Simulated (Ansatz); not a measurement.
Consider the ligand exchange at the In–N bond: `C[N](C)[In]([Cl])[N](C)C` + HCl → `C[N](C)[In]([Cl])[Cl]` + `CNC`.

Gas-phase electronic energies from Ansatz, PBE0-D4/def2-TZVP geometries. CCSD(T)/CBS is the MP2 limit (def2-TZVPP, def2-QZVPP) plus CCSD(T) − MP2 in def2-TZVPP, frozen cores. This one scheme is used for every species. DFT in def2-TZVPP. Elements past krypton have def2 core potentials. For In outer-core shells are correlated without core-valence functions, which leaves a few kJ/mol of doubt a bond. Each species was taken in one conformer, which may not be the lowest.

```json
{"level": "r2SCANh-D4", "ΔE (kcal/mol)": "-28.9"}
{"level": "RPA@PBE/def2-TZVPP", "ΔE (kcal/mol)": "-24.3"}
```

What does CCSD(T)/CBS give? (An estimate is asked.)

The calculation gave: -25.6 kcal/mol. The listed levels differ from it by -3.3, 1.3 kcal/mol.

Largest T1 diagnostic among the species: 0.014.

From BLYP to BHLYP (50 % exact exchange), in def2-TZVPP and without D4, ΔE moves by −2.6 kcal/mol. In def2-TZVPP, CCSD(T) changes the Hartree–Fock value by +10.3 kcal/mol (the triples alone add +1.2 kcal/mol) and MP2 by +10.9 kcal/mol.

CCSD(T)/CBS has its own doubt, a few kJ/mol and more with outer-core shells, so smaller differences from it don't rank the levels.
